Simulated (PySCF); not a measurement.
Species: nitrosobenzene, C6H5NO.
Cartesian coordinates in Å at the GFN2-xTB level; atoms count from 1:
```xyz
13
C6H5NO angstrom
O     -2.418   -2.177    0.235
N     -2.275   -1.018   -0.136
C     -0.998   -0.454   -0.056
C     -0.892    0.874   -0.483
C      0.333    1.509   -0.440
C      1.451    0.828    0.023
C      1.352   -0.491    0.446
C      0.134   -1.135    0.411
H     -1.779    1.375   -0.838
H      0.425    2.534   -0.767
H      2.408    1.328    0.055
H      2.230   -1.011    0.801
H      0.024   -2.161    0.733
```

Method used: PBE0/pcSseg-1 in PySCF (dipole) on a GFN2-xTB geometry, gas phase.

Masses are those of the commonest isotopes; rigid-rotor values at the optimised geometry. The values belong to one conformer with, in the numbering `[O:1]=[N:2][c:3]1[cH:4][cH:5][cH:6][cH:7][cH:8]1`, O1–N2–C3–C4 180°.

Give the principal moments of inertia and the rotational constants in MHz.

Ia = 94.85, Ib = 306.16, Ic = 401.00 u·Å²; 505379 MHz·u·Å²/I gives A = 5328, B = 1651, C = 1260 MHz.

Classify the top.

An asymmetric top. Ray's parameter κ = (2B − A − C)/(A − C) = -0.808; −1 is the prolate and +1 the oblate limit.

What does the inertial defect say?

Planar: Δ = Ic − Ia − Ib = 0.00 u·Å². For a rigid frame Δ = −2 Σ m c², so it vanishes when all atoms lie in the ab plane; here none is more than 0.01 Å from it.

Where do the levels up to J = 2 lie, in cm⁻¹?

Above 0(0,0):
J = 1: 1(0,1) 0.0971, 1(1,1) 0.2198, 1(1,0) 0.2328
J = 2: 2(0,2) 0.2903, 2(1,2) 0.4010, 2(1,1) 0.4400, 2(2,1) 0.8080, 2(2,0) 0.8090
Those of J = 1 are B + C, A + C and A + B.

Which types of transition are allowed, and where do some lines up to J = 5 fall?

The dipole components are |μa| = 4.11 D, |μb| = 0.29 D, |μc| = 0.00 D; the mirror of this Cs structure is the ab plane, so μc vanishes by symmetry and there are no c-type lines. The squared components, which scale the intensities, stand as 1.00 : 0.01 (a : b). Some lines, for components of 0.1 D or more:

| type | branch | J(Ka,Kc) | MHz | lower level (cm⁻¹) |
| --- | --- | --- | --- | --- |
| a | Q | 5(2,3) ← 5(2,4) | 975 | 1.970 |
| b | R | 2(0,2) ← 1(1,1) | 2115 | 0.220 |
| b | Q | 1(1,0) ← 1(0,1) | 4068 | 0.097 |
| b | Q | 2(1,1) ← 2(0,2) | 4488 | 0.290 |
| b | Q | 3(1,2) ← 3(0,3) | 5171 | 0.578 |
| b | R | 5(1,4) ← 4(2,3) | 5661 | 1.487 |
| a | Q | 5(1,4) ← 5(1,5) | 5818 | 1.482 |
| a | R | 2(1,1) ← 1(1,0) | 6212 | 0.233 |
| b | Q | 4(2,2) ← 4(1,3) | 10157 | 1.163 |
| a | R | 4(1,4) ← 3(1,3) | 10808 | 0.672 |
| a | R | 4(2,2) ← 3(2,1) | 11906 | 1.104 |
| b | Q | 2(2,1) ← 2(1,2) | 12204 | 0.401 |
| a | R | 5(0,5) ← 4(0,4) | 14010 | 0.957 |
| b | Q | 5(3,2) ← 5(2,3) | 18676 | 2.003 |
| b | Q | 4(3,1) ← 4(2,2) | 19039 | 1.501 |
| b | Q | 3(3,0) ← 3(2,1) | 19237 | 1.104 |
| b | Q | 3(3,1) ← 3(2,2) | 19382 | 1.099 |
| b | R | 3(2,2) ← 2(1,1) | 19766 | 0.440 |
| b | R | 3(2,1) ← 2(1,2) | 21083 | 0.401 |
| b | R | 5(2,4) ← 4(1,3) | 24216 | 1.163 |
| b | R | 4(2,2) ← 3(1,3) | 24860 | 0.672 |
| b | Q | 5(4,2) ← 5(3,3) | 27038 | 2.625 |
| b | R | 4(3,1) ← 3(2,2) | 31091 | 1.099 |
| b | R | 5(3,3) ← 4(2,2) | 33671 | 1.501 |
| b | Q | 5(5,1) ← 5(4,2) | 34795 | 3.526 |
| b | R | 5(4,1) ← 4(3,2) | 41681 | 2.136 |

Estimate the classical rotational partition function at 25 K, 50 K and 100 K.

Point group Cs, symmetry number σ = 1; q = (√π/σ)·√((kT/h)³/(ABC)), k/h = 20836.6 MHz/K: 6330 at 25 K, 17900 at 50 K, 50600 at 100 K.

No frequency check. Zero-point vibration and centrifugal distortion are left out. Quadrupole hyperfine structure (14N) is left out.
